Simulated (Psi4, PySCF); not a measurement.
PySCF was given this input:
```python
from pyscf import gto, scf, dft

mol = gto.M(
    atom='''
C     0.00106484    0.16389984    0.01623868
H    -0.88481843   -0.48695954   -0.03874538
H     0.87842936   -0.49643949   -0.05868670
''',
    basis='aug-cc-pvdz',
    verbose=4,
)

mf = dft.RKS(mol)
mf.xc = 'bhandhlyp'
mf.grids.atom_grid = (99, 590)
mf.grids.prune = None
mf.kernel()
```

Q: Write the same job for Psi4.

A: This is not unique; one that fits is 
```
memory 2 GB

molecule mol {
0 1
C     0.001065    0.163900    0.016239
H    -0.884818   -0.486960   -0.038745
H     0.878429   -0.496439   -0.058687
}

set {
  basis aug-cc-pvdz
  reference rks
  scf_type pk
  puream true
  d_convergence 1e-8
  dft_radial_points 99
  dft_spherical_points 590
}

energy('bhhlyp')
print_variables()
```

Both were run: PySCF gave -39.113852 Eh and Psi4 -39.113852 Eh, 0.000 mEh apart.
